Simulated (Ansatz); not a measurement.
`C[S][Ga]([F])[F]` + H–F → `[F][Ga]([F])[F]` + CH₃SH  (ligand exchange at a Ga–S bond)

Isolated molecules relaxed with PBE0-D4/def2-TZVP in Ansatz; ΔE leaves out vibrations. CCSD(T)/CBS adds triple-zeta CCSD(T) − MP2 to the extrapolated MP2 energy (def2 sets, frozen cores). This one scheme is used for every species. DFT in def2-TZVPP. For Ga outer-core shells are correlated without core-valence functions, which leaves a few kJ/mol of doubt a bond. Scalar relativity is left out up to krypton. Each species was taken in one conformer, which may not be the lowest.

```csv
species,PBE-QIDH energy (Eh)
`C[S][Ga]([F])[F]`,-2561.80778
H–F,-100.38493
`[F][Ga]([F])[F]`,-2223.73728
CH₃SH,-438.44681
```

(1) Work out ΔE.

Largest T1 diagnostic among the species: 0.015.

Results:

(1) ΔE = (-2223.73728) + (-438.44681) − (-2561.80778) − (-100.38493) = 0.00862 Eh = +0.23 eV. CCSD(T)/CBS gives +0.31 eV.

The D4 term adds +0.09 eV with B3LYP and +0.05 eV with PBE0; it sums over pairs of atoms, weighted by their polarisabilities, and B3LYP, whose exchange is more repulsive, gets the larger term. In def2-TZVPP, CCSD(T) changes the Hartree–Fock value by +0.17 eV (the triples alone add +0.03 eV) and MP2 by +0.20 eV. At CCSD(T), def2-SVP lies −0.29 eV from the extrapolated value and def2-TZVPP −0.12 eV.

B3LYP here is the variant with VWN-RPA as its local correlation; programs differ in this.
